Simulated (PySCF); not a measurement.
Species: C4H13GaO2Si.
Numbering: `[SiH3:1][O:2][GaH2-:3][O+:4]1[CH2:5][CH2:6][CH2:7][CH2:8]1` (hydrogens: H9, H10, H11 on Si1; H12, H13 on Ga3; H14, H15 on C5; H16, H17 on C6; H18, H19 on C7; H20, H21 on C8)

Structure used (PBE0-D3(BJ)/def2-SVP), in Å, numbered top down from 1:
```xyz
21
C4H13GaO2Si angstrom
Si     2.6207   -0.7785   -0.6861
O      1.7694   -0.2710    0.6168
Ga     1.1911    1.2919    1.3753
O     -0.8184    0.9865    0.8581
C     -1.4160   -0.2400    1.2976
C     -1.3036   -1.1850    0.1053
C     -1.1966   -0.2436   -1.1119
C     -1.2200    1.1584   -0.5056
H      1.9521   -1.9792   -1.2914
H      4.0215   -1.1730   -0.3338
H      2.6978    0.2714   -1.7600
H      1.0685    1.1828    2.9328
H      1.4842    2.5688    0.5056
H     -0.8777   -0.5696    2.1953
H     -2.4647   -0.0270    1.5659
H     -2.1683   -1.8605    0.0479
H     -0.3927   -1.7905    0.1955
H     -2.0184   -0.3773   -1.8291
H     -0.2563   -0.4193   -1.6522
H     -0.5290    1.8751   -0.9679
H     -2.2346    1.5912   -0.5057
```

Theory: PBE0-D3(BJ)/def2-SVP geometry optimisation, gas phase in PySCF.

Masses are those of the commonest isotopes; rigid-rotor values at the optimised geometry. The values belong to one conformer with, in the numbering `[SiH3:1][O:2][GaH2-:3][O+:4]1[CH2:5][CH2:6][CH2:7][CH2:8]1`, Si1–O2–Ga3–O4 108°, O2–Ga3–O4–C5 55°, Ga3–O4–C5–C6 -96°, O4–C5–C6–C7 -24°, C5–C6–C7–C8 1°, C6–C7–C8–O4 21°.

Task: Give the principal moments of inertia and the rotational constants in GHz.

Result: Ia = 362.49, Ib = 493.57, Ic = 708.52 u·Å²; 505379 MHz·u·Å²/I gives 1394, 1024 and 713.3 MHz, that is A = 1.3942, B = 1.0239, C = 0.7133 GHz.

Task: What kind of rotor is it?

Result: An asymmetric top; Ray's κ = -0.088.

Task: What does the inertial defect say?

Result: Not planar: Δ = Ic − Ia − Ib = -147.54 u·Å². For a rigid frame Δ = −2 Σ m c², so Σ m c² = 73.77 u·Å² lies off the ab plane: 23.72 from hydrogen and 50.05 from heavier atoms. The atom farthest from that plane is 2.07 Å away.

Task: Which types of transition are allowed, and where do some lines up to J = 3 fall?

Result: The dipole components are |μa| = 4.35 D, |μb| = 0.83 D, |μc| = 0.43 D. Intensities carry the squares of the components, which stand as 1.00 : 0.04 : 0.01 (a : b : c). Some lines, for components of 0.1 D or more:

```json
{"type": "c", "branch": "Q", "J(Ka,Kc)": "1(1,1) ← 1(0,1)", "MHz": "370", "lower level (cm⁻¹)": "0.058"}
{"type": "c", "branch": "Q", "J(Ka,Kc)": "2(2,1) ← 2(1,1)", "MHz": "1111", "lower level (cm⁻¹)": "0.207"}
{"type": "b", "branch": "Q", "J(Ka,Kc)": "2(2,0) ← 2(1,1)", "MHz": "1240", "lower level (cm⁻¹)": "0.207"}
{"type": "b", "branch": "Q", "J(Ka,Kc)": "3(2,1) ← 3(1,2)", "MHz": "1298", "lower level (cm⁻¹)": "0.393"}
{"type": "b", "branch": "Q", "J(Ka,Kc)": "2(2,1) ← 2(1,2)", "MHz": "2043", "lower level (cm⁻¹)": "0.176"}
{"type": "b", "branch": "Q", "J(Ka,Kc)": "3(3,0) ← 3(2,1)", "MHz": "2188", "lower level (cm⁻¹)": "0.436"}
{"type": "b", "branch": "Q", "J(Ka,Kc)": "3(2,2) ← 3(1,3)", "MHz": "2578", "lower level (cm⁻¹)": "0.332"}
{"type": "b", "branch": "Q", "J(Ka,Kc)": "3(3,1) ← 3(2,2)", "MHz": "2697", "lower level (cm⁻¹)": "0.418"}
{"type": "a", "branch": "R", "J(Ka,Kc)": "2(0,2) ← 1(0,1)", "MHz": "3345", "lower level (cm⁻¹)": "0.058"}
{"type": "a", "branch": "R", "J(Ka,Kc)": "3(1,3) ← 2(1,2)", "MHz": "4676", "lower level (cm⁻¹)": "0.176"}
{"type": "c", "branch": "R", "J(Ka,Kc)": "2(2,1) ← 1(1,1)", "MHz": "5206", "lower level (cm⁻¹)": "0.070"}
{"type": "c", "branch": "R", "J(Ka,Kc)": "3(2,2) ← 2(1,2)", "MHz": "7254", "lower level (cm⁻¹)": "0.176"}
{"type": "b", "branch": "R", "J(Ka,Kc)": "3(3,1) ← 2(2,0)", "MHz": "7779", "lower level (cm⁻¹)": "0.248"}
{"type": "c", "branch": "R", "J(Ka,Kc)": "3(3,0) ← 2(2,0)", "MHz": "7817", "lower level (cm⁻¹)": "0.248"}
{"type": "b", "branch": "R", "J(Ka,Kc)": "3(3,0) ← 2(2,1)", "MHz": "7947", "lower level (cm⁻¹)": "0.244"}
```

Task: Estimate the classical rotational partition function at 10 K, 25 K and 298.15 K.

Result: Point group C1, symmetry number σ = 1; q = (√π/σ)·√((kT/h)³/(ABC)), k/h = 20836.6 MHz/K: 5280 at 10 K, 20900 at 25 K, 860000 at 298.15 K.

No frequency check. Constants of a rigid frame at the computed geometry: no zero-point averaging, no centrifugal distortion. A rigid rotor knows nothing of internal rotation, which can split or shift real lines. Quadrupole hyperfine structure (69Ga) is left out.
